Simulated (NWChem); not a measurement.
Molecule: C4H2F2O; SMILES Fc1cocc1F

```xyz
9

F      0.0000     1.4844     1.3955
C      0.0000     0.7132     0.3271
C      0.0000     1.0964    -0.9806
O      0.0000     0.0000    -1.7643
C      0.0000    -1.0964    -0.9806
C      0.0000    -0.7132     0.3271
F      0.0000    -1.4844     1.3955
H      0.0000     2.0674    -1.4664
H      0.0000    -2.0674    -1.4664
```
Atoms are numbered in this order, from 1.

Geometry: optimised at PBE0/def2-SVP.

Problem. Give the principal values of the shielding tensors (ppm) of F1, C2, C3, O4 from B3LYP/6-31G* (spherical d), GIAO (NWChem), with their diamagnetic and paramagnetic parts as GIAO splits them.

Solution. 
```
atom    σ11    σ22    σ33  isotropic  diamagnetic  paramagnetic
----  -----  -----  -----  ---------  -----------  ------------
F1    312.7  327.4  478.7      372.9        476.1        -103.2
C2      4.7   54.0  100.8       53.2        249.9        -196.7
C3     23.0   64.6  129.1       72.3        256.3        -184.1
O4     22.7   41.1  317.9      127.2        393.4        -266.1
```
